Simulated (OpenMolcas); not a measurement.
Ag3+: moving or changing the point charges

Ag3+ among 6 point charges of -1.5 e arranged as a trigonal antiprism (D3d), 2.03 Å from the ion, with a polar angle of 61.3° against the regular 54.74°.
```
   0.0000    1.7807    0.9747  -1.50
  -1.5421   -0.8903    0.9747  -1.50
   1.5421   -0.8903    0.9747  -1.50
   0.0000   -1.7807   -0.9747  -1.50
   1.5421    0.8903   -0.9747  -1.50
  -1.5421    0.8903   -0.9747  -1.50
```

```
Program             : OpenMolcas
Method              : CASSCF
Basis               : ANO-RCC-VDZP [6s5p3d1f]
Scalar Hamiltonian  : DKH2, point nucleus
Active space        : 8 electrons in 5 orbitals (4d)
State averaging     : 2S+1 = 3 even, 10 roots; 2S+1 = 1 even, 15 roots
Spin-orbit coupling : state interaction with AMFI integrals over the reference wave functions
```

Runs around this geometry, states (labels of D3, the rotations of D3d). Energies in cm-1 above the lowest state or level, χT in cm3 K/mol.

```json
{"R (Å)": "2.03", "q (e)": "-1.5", "Polar angle / regular": "1.03", "Ground state": "3A2", "First state of that spin": "3A1 4662", "First gap with spin-orbit (degeneracies)": "101.7 (2, 1)", "χT at 300 K": "2.311", "First state of another spin": "1E 15517"}
{"R (Å)": "2.03", "q (e)": "-0.75", "Polar angle / regular": "1.12", "Ground state": "3A2", "First state of that spin": "3A1 1972", "First gap with spin-orbit (degeneracies)": "341.4 (2, 1)", "χT at 300 K": "2.785", "First state of another spin": "1E 14728"}
{"R (Å)": "1.94", "q (e)": "-1.5", "Polar angle / regular": "1.12", "Ground state": "3A2", "First state of that spin": "3A1 5147", "First gap with spin-orbit (degeneracies)": "280.4 (2, 1)", "χT at 300 K": "2.154", "First state of another spin": "1E 15338"}
{"R (Å)": "2.03", "q (e)": "-1.5", "Polar angle / regular": "1.12", "Ground state": "3A2", "First state of that spin": "3A1 4113", "First gap with spin-orbit (degeneracies)": "339.7 (2, 1)", "χT at 300 K": "2.310", "First state of another spin": "1E 15228"}
{"R (Å)": "2.15", "q (e)": "-1.5", "Polar angle / regular": "1.12", "Ground state": "3A2", "First state of that spin": "3A1 3072", "First gap with spin-orbit (degeneracies)": "402.3 (2, 1)", "χT at 300 K": "2.504", "First state of another spin": "1E 15059"}
```

Taking the first state of the same spin as R^-n, n = -ln(3072 / 5147) / ln(2.15 / 1.94) = 5.0 between the shortest and longest distance.

Scaling the charges by -0.75 / -1.5 = 0.50 scales the first state of the same spin by 1972 / 4113 = 0.48; with fixed orbitals a first-order splitting would follow the charge.

Without dynamic correlation the repulsion within the d shell is too large (B by tens of per cent), so at a given field states of lower spin stand too high. Real 4d8 and 5d8 ions are as a rule square planar and diamagnetic. Spin-orbit coupling mixes the spin-free states strongly: the lowest level takes only 66 % from its leading state, 3A2 (holds for R = 2.03, q = -0.75, ratio = 1.12). The ground term spreads over less than 5000 cm-1, several times less than with real ligands, so orbital moments are less quenched and χT lies further from the spin-only value than at real sites (holds for R = 2.03, q = -0.75, ratio = 1.12). Point charges carry no covalency, so the field is a model and not that of real ligands. No measured value stands beside these numbers.
